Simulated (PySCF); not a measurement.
C₃H₅ (SMILES [CH]=CC), doublet, geometry from GFN2-xTB; B3LYP5/def2-SV(P) (PySCF).

PySCF was given this input:
```python
from pyscf import gto, scf, dft

mol = gto.M(
    atom='''
C     1.32517045    0.17996425   -0.00948946
C     0.06095864    0.44136230   -0.01602886
H     2.25652235    0.69360547   -0.03009773
H    -0.31124892    1.47566041   -0.05242127
C    -1.04589578   -0.57280156    0.02299841
H    -0.64250733   -1.58055333    0.05836424
H    -1.67008190   -0.40821458    0.90058097
H    -1.67408412   -0.47164793   -0.86130678
''',
    basis='def2-sv(p)',
    spin=1,
    verbose=4,
)

mf = dft.UKS(mol)
mf.xc = 'b3lyp5'
mf.kernel()
mf.analyze()
```

It wrote (shortened):

```
PySCF version 2.14.0

[INPUT] verbose = 4
[INPUT] num. atoms = 8
[INPUT] num. electrons = 23
[INPUT] charge = 0
[INPUT] spin (= nelec alpha-beta = 2S) = 1
[INPUT] symmetry False subgroup None
[INPUT] Mole.unit = angstrom
[INPUT] Symbol           X                Y                Z      unit          X                Y                Z       unit  Magmom
[INPUT]  1 C      1.325170450000   0.179964250000  -0.009489460000 AA    2.504209218867   0.340083144713  -0.017932480470 Bohr   0.0
[INPUT]  2 C      0.060958640000   0.441362300000  -0.016028860000 AA    0.115195134526   0.834053868708  -0.030290155489 Bohr   0.0
[INPUT]  3 H      2.256522350000   0.693605470000  -0.030097730000 AA    4.264209235460   1.310724376800  -0.056876466671 Bohr   0.0
[INPUT]  4 H     -0.311248920000   1.475660410000  -0.052421270000 AA   -0.588175215367   2.788594027763  -0.099061843402 Bohr   0.0
[INPUT]  5 C     -1.045895780000  -0.572801560000   0.022998410000 AA   -1.976456579038  -1.082438072124   0.043460696200 Bohr   0.0
[INPUT]  6 H     -0.642507330000  -1.580553330000   0.058364240000 AA   -1.214162886726  -2.986812918969   0.110292429068 Bohr   0.0
[INPUT]  7 H     -1.670081900000  -0.408214580000   0.900580970000 AA   -3.155997396593  -0.771413756254   1.701851386295 Bohr   0.0
[INPUT]  8 H     -1.674084120000  -0.471647930000  -0.861306780000 AA   -3.163560496284  -0.891285414918  -1.627633923431 Bohr   0.0

nuclear repulsion = 64.7734686481428
number of shells = 28
number of NR pGTOs = 92
number of NR cGTOs = 52
basis = def2-sv(p)
ecp = {}

******** <class 'pyscf.dft.uks.UKS'> ********
method = UKS
initial guess = minao
damping factor = 0
level_shift factor = 0
DIIS = <class 'pyscf.scf.diis.CDIIS'>
diis_start_cycle = 1
diis_space = 8
diis_damp = 0
SCF conv_tol = 1e-09
SCF conv_tol_grad = None
SCF max_cycles = 50
direct_scf = True
direct_scf_tol = 1e-13
number electrons alpha = 12  beta = 11
XC library pyscf.dft.libxc version 7.1.2
    S. Lehtola, C. Steigemann, M. J. T. Oliveira, and M. A. L. Marques,  SoftwareX 7, 1–5 (2018)
XC functionals = b3lyp5
    P. A. M. Dirac,  Math. Proc. Cambridge Philos. Soc. 26, 376 (1930)
    F. Bloch,  Z. Phys. 57, 545 (1929)
    A. D. Becke,  Phys. Rev. A 38, 3098 (1988)
    C. Lee, W. Yang, and R. G. Parr,  Phys. Rev. B 37, 785 (1988)
    B. Miehlich, A. Savin, H. Stoll, and H. Preuss,  Chem. Phys. Lett. 157, 200 (1989)
    S. H. Vosko, L. Wilk, and M. Nusair,  Can. J. Phys. 58, 1200 (1980)
radial grids:
    Treutler-Ahlrichs [JCP 102, 346 (1995); DOI:10.1063/1.469408] (M4) radial grids

becke partition: Becke, JCP 88, 2547 (1988); DOI:10.1063/1.454033
pruning grids: <function nwchem_prune>
grids dens level: 3
symmetrized grids: False
atomic radii adjust function: <function treutler_atomic_radii_adjust>
small_rho_cutoff = 0
Set gradient conv threshold to 3.16228e-05
tot grids = 91400
init E= -117.182465347312

cycle= 1 E= -117.008355730475  delta_E= 0.174  |g|= 0.216  |ddm|= 1.96
cycle= 2 E= -117.008770932737  delta_E= -0.000415  |g|= 0.229  |ddm|= 0.494
cycle= 3 E= -117.037436082715  delta_E= -0.0287  |g|= 0.039  |ddm|= 0.266
cycle= 4 E= -117.038011412031  delta_E= -0.000575  |g|= 0.0247  |ddm|= 0.0663
cycle= 5 E= -117.038409196846  delta_E= -0.000398  |g|= 0.00455  |ddm|= 0.027
cycle= 6 E= -117.038442632485  delta_E= -3.34e-05  |g|= 0.00243  |ddm|= 0.0105
cycle= 7 E= -117.038456008708  delta_E= -1.34e-05  |g|= 0.00141  |ddm|= 0.00637
cycle= 8 E= -117.038462099607  delta_E= -6.09e-06  |g|= 0.00036  |ddm|= 0.00575
cycle= 9 E= -117.03846267062  delta_E= -5.71e-07  |g|= 7.25e-05  |ddm|= 0.0022
cycle= 10 E= -117.038462678116  delta_E= -7.5e-09  |g|= 2.23e-05  |ddm|= 0.00025
cycle= 11 E= -117.038462678634  delta_E= -5.19e-10  |g|= 6.44e-06  |ddm|= 5.88e-05
Extra cycle  E= -117.038462678652  delta_E= -1.78e-11  |g|= 5.87e-06  |ddm|= 1.43e-05
converged SCF energy = -117.038462678652  <S^2> = 0.7597711  2S+1 = 2.0097473
**** SCF Summaries ****
Total Energy =                        -117.038462678652337
Nuclear Repulsion Energy =              64.773468648142767
One-electron Energy =                 -284.044322775245689
Two-electron Energy =                  102.232391448450585
Two-electron Coulomb Energy =          120.225065367038908
DFT Exchange-Correlation Energy =      -17.992673918588327
**** MO energy ****
                             alpha | beta                alpha | beta
MO #1   energy= -10.1898674348545  | -10.1878552951218  occ= 1 | 1
MO #2   energy= -10.1859457431177  | -10.1741150722731  occ= 1 | 1
MO #3   energy= -10.1745316610069  | -10.1732317259374  occ= 1 | 1
MO #4   energy= -0.783664227255519 | -0.774037560122119 occ= 1 | 1
MO #5   energy= -0.680261322687707 | -0.665821340950623 occ= 1 | 1
MO #6   energy= -0.541266797510894 | -0.524627952979209 occ= 1 | 1
MO #7   energy= -0.48117548046608  | -0.471062337136011 occ= 1 | 1
MO #8   energy= -0.417084438408243 | -0.417406686384695 occ= 1 | 1
MO #9   energy= -0.402495739247304 | -0.391563794637464 occ= 1 | 1
MO #10  energy= -0.377315859916813 | -0.371210349925692 occ= 1 | 1
MO #11  energy= -0.269392103551227 | -0.259712748220741 occ= 1 | 1
MO #12  energy= -0.227407238286347 | -0.0674231050520904 occ= 1 | 0
MO #13  energy= 0.0253134018443935 | 0.0365630393120799 occ= 0 | 0
MO #14  energy= 0.0793932688841945 | 0.0836906407022768 occ= 0 | 0
MO #15  energy= 0.103462289383849  | 0.107567234480404  occ= 0 | 0
MO #16  energy= 0.126633128162317  | 0.132131895469682  occ= 0 | 0
MO #17  energy= 0.139816663393396  | 0.140183543754716  occ= 0 | 0
MO #18  energy= 0.147696134302854  | 0.1495029137085    occ= 0 | 0
MO #19  energy= 0.238757696659929  | 0.243403856991784  occ= 0 | 0
MO #20  energy= 0.352726390834885  | 0.362253759645567  occ= 0 | 0

To work with the spin densities directly, `use mulliken_meta_spin()` only printing them here.

 ** Mulliken spin pop alpha/beta on meta-lowdin orthogonal AOs **
 ** Mulliken Spin Density (per AO)  **
spin_pop of  0 C 1s       -0.00001
spin_pop of  0 C 2s        0.11822
spin_pop of  0 C 3s        0.00369
spin_pop of  0 C 2px       0.03359
spin_pop of  0 C 2py       0.76372
spin_pop of  0 C 2pz       0.08713
spin_pop of  0 C 3px       0.00036
spin_pop of  0 C 3py       0.00379
spin_pop of  0 C 3pz       0.00010
spin_pop of  0 C 3dxy     -0.00031
spin_pop of  0 C 3dyz     -0.00016
spin_pop of  0 C 3dz^2     0.00037
spin_pop of  0 C 3dxz     -0.00011
spin_pop of  0 C 3dx2-y2   -0.00068
spin_pop of  1 C 1s        0.00000
spin_pop of  1 C 2s       -0.01269
spin_pop of  1 C 3s        0.00089
spin_pop of  1 C 2px      -0.01000
spin_pop of  1 C 2py      -0.02128
spin_pop of  1 C 2pz      -0.08080
spin_pop of  1 C 3px       0.00028
spin_pop of  1 C 3py       0.00062
spin_pop of  1 C 3pz      -0.00040
spin_pop of  1 C 3dxy      0.00047
spin_pop of  1 C 3dyz      0.00001
spin_pop of  1 C 3dz^2     0.00014
spin_pop of  1 C 3dxz      0.00001
spin_pop of  1 C 3dx2-y2    0.00010
spin_pop of  2 H 1s       -0.00462
spin_pop of  2 H 2s        0.00043
spin_pop of  3 H 1s        0.07942
spin_pop of  3 H 2s        0.00073
spin_pop of  4 C 1s       -0.00000
spin_pop of  4 C 2s        0.01215
spin_pop of  4 C 3s        0.00004
spin_pop of  4 C 2px       0.02052
spin_pop of  4 C 2py       0.00734
spin_pop of  4 C 2pz       0.00264
spin_pop of  4 C 3px       0.00013
spin_pop of  4 C 3py       0.00007
spin_pop of  4 C 3pz      -0.00000
spin_pop of  4 C 3dxy      0.00007
spin_pop of  4 C 3dyz     -0.00001
spin_pop of  4 C 3dz^2     0.00002
spin_pop of  4 C 3dxz     -0.00008
spin_pop of  4 C 3dx2-y2   -0.00002
spin_pop of  5 H 1s       -0.00016
spin_pop of  5 H 2s        0.00098
spin_pop of  6 H 1s       -0.00341
spin_pop of  6 H 2s        0.00005
spin_pop of  7 H 1s       -0.00341
spin_pop of  7 H 2s        0.00005
 ** Mulliken Spin Density (per atom)  **
spin density of  0 C =      1.00970
spin density of  1 C =     -0.12265
spin density of  2 H =     -0.00418
spin density of  3 H =      0.08015
spin density of  4 C =      0.04287
spin density of  5 H =      0.00081
spin density of  6 H =     -0.00335
spin density of  7 H =     -0.00335
 ** Mulliken pop alpha/beta on meta-lowdin orthogonal AOs **
 ** Mulliken pop       alpha | beta **
In total            12.00000 | 11.00000
 ** Mulliken atomic charges   ( Nelec_alpha | Nelec_beta ) **
charge of  0C =     -0.15783  (     3.58377      2.57406 )
charge of  1C =     -0.09198  (     2.98466      3.10731 )
charge of  2H =      0.11971  (     0.43805      0.44224 )
charge of  3H =      0.09416  (     0.49299      0.41284 )
charge of  4C =     -0.25748  (     3.15018      3.10731 )
charge of  5H =      0.09778  (     0.45152      0.45071 )
charge of  6H =      0.09782  (     0.44941      0.45276 )
charge of  7H =      0.09782  (     0.44941      0.45277 )
Dipole moment(X, Y, Z, Debye): -0.47706,  0.52225, -0.01772
```
